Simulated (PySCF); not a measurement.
PySCF input file for C₂H₅BO₃, SMILES B(C(O)=O)(C)O, HF/pcSseg-1. Coordinates come from a B3LYP-D3(BJ)/def2-SVP optimisation. The structure was generated by enumeration, and PubChem lists no compound with its InChIKey, so it may never have been made. The values are those of a single conformer.

```python
import numpy as np
from pyscf import gto, scf, dft
from pyscf.prop.nmr import rhf as nmr

mol = gto.M(
    atom='''
    C     1.06116713   -1.77814205   -0.00000000
    B    -0.13994262   -0.78250766    0.00000000
    O    -1.42607883   -1.17492714   -0.00000000
    C     0.01200627    0.83488964    0.00000000
    O    -0.96956503    1.55384100   -0.00000000
    O     1.25996067    1.33027712   -0.00000000
    H     0.74834444   -2.83234590    0.00000000
    H     1.70559303   -1.59310813   -0.87768752
    H     1.70559303   -1.59310813    0.87768752
    H    -2.00065131   -0.38613233    0.00000000
    H     1.18725897    2.30321943    0.00000000
    ''',
    basis='pcSseg-1',
    charge=0,
    spin=0,
    max_memory=1600,
    verbose=3,
)
mf = scf.RHF(mol)
mf.conv_tol = 1e-10
mf.max_cycle = 100
mf.kernel()
n = nmr.NMR(mf)
n.verbose = 2
n.max_cycle_cphf = 60
sigma = n.kernel()
print('atom   isotropic/ppm   span/ppm')
for i, s in enumerate(sigma):
    w = np.linalg.eigvalsh((s + s.T) / 2)
    print(f'{mol.atom_symbol(i):2s}{i + 1:3d} {w.mean():14.3f} {w[2] - w[0]:11.3f}')
```

Output:

```
converged SCF energy = -327.960644357307
atom   isotropic/ppm   span/ppm
C   1        187.880      23.388
B   2         72.791      85.291
O   3        173.256     316.117
C   4          0.631     210.703
O   5       -132.218     776.290
O   6        139.146     312.066
H   7         30.750      11.395
H   8         30.853      10.183
H   9         30.853      10.183
H  10         24.281      16.168
H  11         25.083      12.449
```

The run converged.
